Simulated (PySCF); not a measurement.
**LuF3(H2O) at several levels of theory**

Computed with PySCF 2.14.0 (density fitting, no spin-orbit coupling) at the geometry relaxed with PBE0:

```xyz
7
LuF3(H2O) (singlet in the valence; each metal's 4f electrons, 14 of them, lie in its core potential, out of spins and levels)
Lu    0.0335   -0.1211    0.1211
F     0.9221    1.4153    1.0098
F    -1.2268   -1.2004    1.2004
F     0.9221   -1.0098   -1.4153
O    -1.3017    1.2278   -1.2278
H    -1.4490    2.1689   -1.0684
H    -1.4490    1.0684   -2.1689
```

| level | basis | state | HOMO (eV) | gap (eV) | charge on Lu1 (e) | population of f-type functions on Lu1 (polarisation alone where 4f lies in the core) | dipole about the centre of mass (D) | largest force component (eV/Å) |
| --- | --- | --- | --- | --- | --- | --- | --- | --- |
| PBE0 | Lu lcecp-1-SVP with ECP60, F def2-SVP, O def2-SVP, H def2-SVP | singlet | -9.71 | 8.61 | 1.14 | 0.09 | 5.84 | 0.00 |
| PBE0 | Lu lcecp-1-TZVP with ECP60, F def2-TZVP, O def2-TZVP, H def2-TZVP | singlet | -9.90 | 8.55 | 1.60 | 0.10 | 5.83 | 0.23 |

In the lcecp rows the 4f levels are missing from HOMO and gap, and the state counts the valence alone.

Charges are Mulliken's, which hang on the basis. The relaxation used the grid (50, 194), these runs (75, 302) or, all-electron (x2c bases, spin-free X2C Hamiltonian), (99, 590).

Q: A further run in the first row's basis gives HOMO (eV) -7.63, gap (eV) 5.80, charge on Lu1 (e) 0.93, population of f-type functions on Lu1 (polarisation alone where 4f lies in the core) 0.08, dipole about the centre of mass (D) 5.71, largest force component (eV/Å) 0.49. Which level was it?
A. B3LYP
B. revPBE

A: B. The others give HOMO -9.37 eV (B3LYP).

In the first row's basis the gap widens with exact exchange: 5.8 eV for revPBE (none); 7.9 to 8.6 eV for B3LYP, PBE0 (a fixed share).

A frequency check found unstable modes (1, the lowest at -26 cm⁻¹), so the relaxed geometry is a saddle point, or these are noise. An lcecp potential fixes the number of 4f electrons, so in runs with it no electron can move into or out of that shell.
